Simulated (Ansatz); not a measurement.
```xyz
9

Si   -2.052   -0.337   -0.063
Al    0.351    0.046    0.007
C     2.238    0.159   -0.014
O     1.430    1.295    0.470
H    -2.468   -0.585   -1.469
H    -2.383   -1.539    0.748
H    -2.800    0.833    0.469
H     2.813    0.399   -0.909
H     2.871   -0.271    0.762
```

Total charge 0; spin multiplicity 1.

Q: List the r2SCAN/def2-TZVPP orbital energies in eV (Ansatz 0.2.0). (Best estimate.)

A: The calculation gave: Occupied: -1791.35, -1517.11, -514.96, -273.61, -141.85, -110.67, -96.71, -96.70, -96.69, -71.00, -70.82, -70.76, -25.28, -15.97, -14.21, -10.82, -10.53, -9.75, -9.35, -9.32, -7.81, -6.45, -5.34. Lowest empty: -2.14, -1.64, -0.98, 0.69, 0.79, 1.37, 1.98, 2.63.
